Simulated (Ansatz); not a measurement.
Reaction (substitution at a C–C bond): `CC(C)(C)[NH][Ga]([Cl])[Cl]` + `[F][Sn]([F])([F])[SH]` → `C[S][Sn]([F])([F])[F]` + `CC(C)[NH][Ga]([Cl])[Cl]`

Computed with Ansatz on PBE0-D4/def2-TZVP structures; ΔE is electronic, products minus reactants. CBS: MP2 limit from def2 TZ/QZ plus the TZ coupled-cluster correction, frozen cores. Functionals use def2-TZVPP. B3LYP here is the variant with VWN-RPA as its local correlation; programs differ in this. Elements past krypton have def2 core potentials. For Ga, Sn outer-core shells are correlated without core-valence functions, which leaves a few kJ/mol of doubt a bond. Scalar relativity is left out up to krypton. One conformer a species, not always the lowest.

CCSD(T)/CBS gives +18.5 kJ/mol.

Task: Another level gave +10.7 kJ/mol. Which?
A. HF/def2-TZVPP
B. CCSD/def2-TZVPP
C. B3LYP-D4/def2-TZVPP
D. revPBE/def2-TZVPP

Result: C. B3LYP-D4 10.7, CCSD/def2-TZVPP 21.3, HF/def2-TZVPP 6.2, revPBE -3.2 kJ/mol.

Largest T1 diagnostic among the species: 0.015.

Leaving LDA and LC-ωPBE aside and taking each functional with its dispersion term where it has one, the values, not all of them listed here, spread over 12.0 kJ/mol, from BLYP-D4 to B97M-V. LDA lies +18.2 kJ/mol from PBE without D4. In def2-TZVPP, CCSD(T) changes the Hartree–Fock value by +16.6 kJ/mol (the triples alone add +1.5 kJ/mol) and MP2 by +18.0 kJ/mol.

CCSD(T)/CBS has its own doubt, a few kJ/mol and more with outer-core shells, so smaller differences from it don't rank the levels.
